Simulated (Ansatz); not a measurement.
The same path of CH6Ge + H2 (10 atoms, charge 0, multiplicity 1) was run twice with different band settings. Lost on the way: Ge1–C2, H9–H10. Made: Ge1–H9, C2–H10.

The calculation used RKS r2SCANh/def2-SVP (Ansatz 0.2.0).

Relaxed end points:

```xyz
10
Properties=species:S:1:pos:R:3
Ge -0.148 0.341 0.188
C -0.202 0.424 2.135
H -1.241 0.454 2.489
H 0.289 -0.456 2.570
H 0.314 1.325 2.494
H 1.304 0.295 -0.308
H -0.835 1.573 -0.420
H -0.874 -0.916 -0.315
H 1.071 -2.867 0.789
H 1.562 -3.076 1.327
```

```xyz
10
Properties=species:S:1:pos:R:3
Ge -0.072 -0.427 -0.838
C 0.319 -0.154 3.029
H -0.768 -0.151 2.891
H 0.553 -0.051 4.095
H 0.760 0.686 2.478
H 1.286 0.247 -0.622
H -1.171 0.417 -0.190
H -0.344 -0.551 -2.341
H -0.057 -1.822 -0.207
H 0.734 -1.097 2.654
```

Common settings: spring 5.0 eV/Å²; optimiser quadratic models (default); start path through a guess of the saddle point; force threshold 0.05 eV/Å; iteration limit 60; end points relaxed.

| run | movable images | climbing image |
| --- | --- | --- |
| 1 | 7 | yes |
| 2 | 4 | no |

Problem. What does each run give, and how far can it be trusted?

Solution. Run 1: converged after 20 iterations, highest image 3.294 eV above the first end. Neighbouring images differ by up to 2.9 eV, so the band resolves the path poorly. A vibrational analysis at the climbing image gives one clearly imaginary mode, 1856i cm⁻¹: a first-order saddle point.
Run 2: converged after 10 iterations, highest image 1.391 eV above the first end. Neighbouring images differ by up to 1.7 eV, so the band resolves the path poorly. No image climbed, so the highest image needn't sit at the top of the path. A band with more images between the same ends climbed to 3.29 eV, so this one has probably stepped over the top.
The orbitals stay closed-shell, which can raise the energy where a bond breaks towards radicals; this wasn't checked here.
